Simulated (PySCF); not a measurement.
## Electron correlation in Co(3+) (cobalt, charge +3)

[Ar] 3d6, high-spin 5D determinant. Calculation: PySCF 2.14, in x2c-TZVPPall with one added diffuse shell each of s, p, d, f type (7s6p5d3f1g, 80 functions); scalar relativity by spin-free X2C-1e. Frozen: [Ar]; 6 electrons correlated.

```json
{"level": "CCSD", "correlation energy (mhartree)": "-116.70"}
{"level": "(T)", "correlation energy (mhartree)": "-1.21"}
{"level": "CCSD(T)", "correlation energy (mhartree)": "-117.91"}
```

Diagnostics: T1 = 0.0033, D1 = 0.0055, largest double amplitude 0.015.

Cost of the coupled-cluster step: of the order of 14 core-seconds, for 6 correlated electrons.
